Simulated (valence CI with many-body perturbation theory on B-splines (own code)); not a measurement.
# Ag¹⁵⁺: calculated level list

Level of theory: valence CI with perturbative core correlation (CI+MBPT): four valence electrons over a frozen Dirac-Fock core [Ar] 3d10, a basis of 11 s, 11 p, 10 d, 8 f, 5 g, 2 h functions for each j, with the one-electron correlation potential Σ1 (screened to all orders), the two-electron term Σ2, the three-electron term Σ3, Breit, model QED; selected single and double excitations, second order for the rest, scaled by the run's own slope (own B-spline code, finite nucleus).

No measured spectrum was set against this ion. As an estimate, levels hold to about 250 cm⁻¹ or 0.2 % of their energy and the worst to 1 %, as in measured heavy ions of charge 2 to 7; those with d or f electrons hold less well. Among the levels kept, up to 490 cm⁻¹ of a level comes from second order outside the variational space, and about a tenth of that is noise between levels of different J, which matters for small intervals.

Levels 91 to 135 of 184, with energies above the lowest level, 4s2 4p2 3P_0. "Leading %" is the weight of the configuration and term that name the level; weights of strongly mixed levels are sums over their largest components and can fall short. In the jj column 3d3/2^4 stands for four electrons in 3d with j = 3/2.

```
No.  Configuration  Term  J  E (cm⁻¹)  Leading %    Second component                  Leading jj
 91      4s2 4p 4f    3F  2   1132500         42     23 % 4s2 4d2 3F     4s^2 4p1/2 4f5/2 (28 %)
 92      4s2 4p 4f    3G  3   1141200         32   15 % 4s2 4p 4f 3F     4s^2 4p1/2 4f5/2 (33 %)
 93      4s2 4p 4f    3F  4   1157900         25     23 % 4s2 4d2 3F         4s^2 4d5/2^2 (41 %)
 94      4s2 4p 4f    3G  4   1171000         60     18 % 4s2 4d2 3F     4s^2 4p3/2 4f5/2 (50 %)
 95      4s2 4p 4f    3D  3   1174400         34     32 % 4s2 4d2 3F     4s^2 4d3/2 4d5/2 (32 %)
 96        4s2 4d2    1D  2   1179900         25     23 % 4s2 4d2 3F     4s^2 4d3/2 4d5/2 (33 %)
 97      4s2 4p 4f    3G  5   1185500         94                         4s^2 4p3/2 4f7/2 (94 %)
 98      4s2 4p 4f    3D  2   1194400         29     25 % 4s2 4d2 1D         4s^2 4d3/2^2 (40 %)
 99        4s2 4d2    3P  0   1199300         85    9 % 4s 4p2 4d 3P         4s^2 4d3/2^2 (64 %)
100        4s2 4d2    3P  1   1203000         87    9 % 4s 4p2 4d 3P     4s^2 4d3/2 4d5/2 (87 %)
101      4s2 4p 4f    1F  3   1205300         44   21 % 4s2 4p 4f 3D     4s^2 4p3/2 4f7/2 (50 %)
102        4s2 4d2    3P  2   1209200         77    8 % 4s 4p2 4d 3P         4s^2 4d5/2^2 (51 %)
103      4s2 4p 4f    3D  1   1215400         86   11 % 4s 4p2 4d 3D     4s^2 4p3/2 4f5/2 (86 %)
104         4p3 4d   3F°  2   1220100         41     23 % 4p3 4d 3D°  4p1/2^2 4p3/2 4d3/2 (73 %)
105      4s2 4p 4f    3D  2   1220400         39   26 % 4s2 4p 4f 3F     4s^2 4p3/2 4f5/2 (53 %)
106        4s2 4d2    3F  4   1222900         41   39 % 4s2 4p 4f 3F     4s^2 4p3/2 4f7/2 (30 %)
107      4s2 4p 4f    3F  3   1223400         39     29 % 4s2 4d2 3F     4s^2 4d3/2 4d5/2 (29 %)
108         4p3 4d   5D°  3   1225700         34     25 % 4p3 4d 3F°  4p1/2^2 4p3/2 4d3/2 (58 %)
109         4p3 4d   5D°  0   1228600         53     20 % 4p3 4d 3P°  4p1/2^2 4p3/2 4d3/2 (75 %)
110         4p3 4d   5D°  1   1233800         70     14 % 4p3 4d 3P°  4p1/2^2 4p3/2 4d3/2 (64 %)
111         4p3 4d   5D°  4   1236300         54     24 % 4p3 4d 3F°  4p1/2^2 4p3/2 4d5/2 (76 %)
112         4p3 4d   5D°  2   1241900         53     24 % 4p3 4d 3D°  4p1/2^2 4p3/2 4d5/2 (55 %)
113      4s2 4p 5s   3P°  0   1246000         97                            4s^2 4p1/2 5s (97 %)
114      4s2 4p 5s   3P°  1   1248600         71  27 % 4s2 4p 5s 1P°        4s^2 4p1/2 5s (97 %)
115         4p3 4d   3G°  3   1254500         37     16 % 4p3 4d 5D°  4p1/2^2 4p3/2 4d5/2 (31 %)
116         4p3 4d   1S°  0   1255700         56     31 % 4p3 4d 5D°  4p1/2 4p3/2^2 4d3/2 (59 %)
117         4p3 4d   3F°  2   1256500         38     34 % 4p3 4d 3D°  4p1/2 4p3/2^2 4d3/2 (82 %)
118        4s2 4d2    1S  0   1258300         84    9 % 4s 4p2 4d 1S         4s^2 4d5/2^2 (65 %)
119         4p3 4d   3D°  1   1258600         76      9 % 4p3 4d 5D°  4p1/2 4p3/2^2 4d3/2 (61 %)
120         4p3 4d   3F°  3   1260900         42     13 % 4p3 4d 3D°  4p1/2 4p3/2^2 4d3/2 (73 %)
121      4s2 4p 4f    1D  2   1263700         53     26 % 4s2 4d2 1D     4s^2 4p3/2 4f7/2 (45 %)
122         4p3 4d   3D°  3   1266900         42     26 % 4p3 4d 5D°  4p1/2 4p3/2^2 4d5/2 (84 %)
123         4p3 4d   3G°  4   1270300         42     24 % 4p3 4d 3F°  4p1/2 4p3/2^2 4d3/2 (48 %)
124         4p3 4d   3F°  4   1275000         55     18 % 4p3 4d 3G°  4p1/2 4p3/2^2 4d5/2 (73 %)
125      4s2 4p 4f    1G  4   1278800         48     44 % 4s2 4d2 1G     4s^2 4d3/2 4d5/2 (31 %)
126         4p3 4d   1G°  4   1282100         66     10 % 4p3 4d 5D°  4p1/2 4p3/2^2 4d5/2 (50 %)
127         4p3 4d   3G°  5   1283300         82  11 % 4s 4p 4d2 3G°  4p1/2 4p3/2^2 4d5/2 (82 %)
128         4p3 4d   3D°  1   1294700         64      9 % 4p3 4d 1P°  4p1/2^2 4p3/2 4d5/2 (46 %)
129      4s2 4p 5s   3P°  2   1305500         97                            4s^2 4p3/2 5s (97 %)
130         4p3 4d   1D°  2   1306400         44     24 % 4p3 4d 3F°  4p1/2 4p3/2^2 4d3/2 (56 %)
131         4p3 4d   1P°  1   1308900         33     31 % 4p3 4d 3P°  4p1/2 4p3/2^2 4d5/2 (39 %)
132      4s2 4p 5s   1P°  1   1311200         70  27 % 4s2 4p 5s 3P°        4s^2 4p3/2 5s (96 %)
133         4p3 4d   3P°  0   1316200         70      9 % 4p3 4d 5D°  4p1/2 4p3/2^2 4d5/2 (43 %)
134         4p3 4d   3P°  2   1326000         30     22 % 4p3 4d 3F°  4p1/2 4p3/2^2 4d5/2 (28 %)
135         4p3 4d   3F°  3   1330300         46     15 % 4p3 4d 3D°  4p1/2 4p3/2^2 4d5/2 (40 %)
```

Names give the largest LS component (configuration and term), which can be under half, so a name can repeat, a term be missing and a line seem to break the LS rules; names also repeat where a configuration has a term twice.

Where two levels of one J and parity lie close, their mixing, g and order are uncertain.
